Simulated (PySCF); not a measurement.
The dipole of `C=CP(CC)N([SiH3])[SiH3]` from its density and from atomic charges.

Coordinates (GFN2-xTB, Å) and charges (e) from the PBE0/pcSseg-1 density (PySCF):

| atom | x | y | z | Mulliken | IAO | Hirshfeld | ESP-fitted |
| --- | --- | --- | --- | --- | --- | --- | --- |
| C1 | -1.751 | 2.613 | 0.011 | -0.1376 | -0.3085 | -0.0970 | -0.5528 |
| C2 | -0.631 | 2.010 | 0.381 | -0.4565 | -0.3485 | -0.0974 | +0.1860 |
| P3 | -0.455 | 0.274 | 0.908 | +0.6483 | +0.6583 | +0.2113 | -0.3153 |
| C4 | -1.489 | -0.548 | -0.414 | -0.4996 | -0.4353 | -0.1126 | +0.3061 |
| C5 | -1.325 | -2.060 | -0.372 | -0.2635 | -0.4128 | -0.1209 | -0.4149 |
| N6 | 1.138 | -0.042 | 0.341 | -1.0794 | -0.9810 | -0.3035 | -0.2505 |
| Si7 | 2.041 | -0.930 | 1.548 | +0.6604 | +0.7354 | +0.3307 | +0.3824 |
| Si8 | 1.729 | 0.321 | -1.257 | +0.6087 | +0.7164 | +0.3382 | +0.5166 |
| H9 | -1.784 | 3.670 | -0.206 | +0.1234 | +0.1545 | +0.0493 | +0.1842 |
| H10 | -2.683 | 2.083 | -0.096 | +0.1145 | +0.1430 | +0.0437 | +0.2169 |
| H11 | 0.282 | 2.582 | 0.506 | +0.1416 | +0.1545 | +0.0449 | +0.0723 |
| H12 | -2.531 | -0.281 | -0.219 | +0.1512 | +0.1429 | +0.0406 | +0.0202 |
| H13 | -1.205 | -0.154 | -1.393 | +0.1530 | +0.1362 | +0.0333 | -0.0506 |
| H14 | -1.937 | -2.537 | -1.137 | +0.1247 | +0.1450 | +0.0430 | +0.0850 |
| H15 | -1.624 | -2.450 | 0.601 | +0.1221 | +0.1430 | +0.0377 | +0.1211 |
| H16 | -0.285 | -2.331 | -0.542 | +0.1259 | +0.1394 | +0.0344 | +0.1184 |
| H17 | 2.145 | -0.085 | 2.739 | -0.0858 | -0.1302 | -0.0816 | -0.0785 |
| H18 | 3.352 | -1.220 | 0.970 | -0.1101 | -0.1317 | -0.0764 | -0.0881 |
| H19 | 1.327 | -2.168 | 1.870 | -0.0907 | -0.1355 | -0.0807 | -0.0858 |
| H20 | 0.836 | 1.299 | -1.878 | -0.0788 | -0.1164 | -0.0747 | -0.1165 |
| H21 | 3.072 | 0.879 | -1.101 | -0.0841 | -0.1271 | -0.0789 | -0.1313 |
| H22 | 1.769 | -0.906 | -2.061 | -0.0877 | -0.1415 | -0.0833 | -0.1249 |

Form Σ q r in debye for every column and set it beside the full dipole.

The full density gives (-0.46, 0.13, -1.06) D, 1.17 D in size; dipole vectors point from the negative to the positive end.

| scheme | μx | μy | μz | size (D) | share of the full size (%) | angle to the full dipole (°) |
| --- | --- | --- | --- | --- | --- | --- |
| Mulliken | -0.88 | -1.60 | 0.82 | 2.00 | 171 | 107 |
| IAO | -0.26 | -0.77 | 1.29 | 1.52 | 131 | 140 |
| Hirshfeld | -0.49 | 0.03 | 0.42 | 0.65 | 56 | 106 |
| ESP-fitted | -0.47 | 0.12 | -1.06 | 1.17 | 100 | 0 |

Which set comes closest?

Length of the difference vector: ESP-fitted 0.01 D, Hirshfeld 1.48 D, IAO 2.53 D, Mulliken 2.59 D. Closest: ESP-fitted. The schemes that divide the density aren't constrained to reproduce the dipole.

What is left for the Hirshfeld atoms' own dipoles?

The shares of the density sum to the whole, so what Σ q r misses lies in dipoles about the nuclei. The atomic dipoles sum to (-0.46, 0.13, -1.06) − (-0.49, 0.03, 0.42) = (0.03, 0.10, -1.48) D, 1.48 D in size.

With the origin at the mean of the coordinates, (0.000, 0.001, -0.036) Å, which are the largest single terms, by size, of the ESP-fitted dipole along the direction of the full one?

Si7 -4.33, C1 -2.50, H10 +1.41, C4 +1.29, H17 +1.28 D; all 22 atoms together +1.17 D. The single terms depend on the origin, their sum doesn't.

Give the size of the full dipole in other units.

1.17 D = 0.459 au = 0.243 e·Å = 3.89 × 10⁻³⁰ C·m.

Isolated species at its GFN2-xTB geometry (one conformer only).

Conformer computed: `[CH2:1]=[CH:2][P:3]([CH2:4][CH3:5])[N:6]([SiH3:7])[SiH3:8]`: C1–C2–P3–C4 45°, C2–P3–C4–C5 170°, C2–P3–N6–Si7 137°.
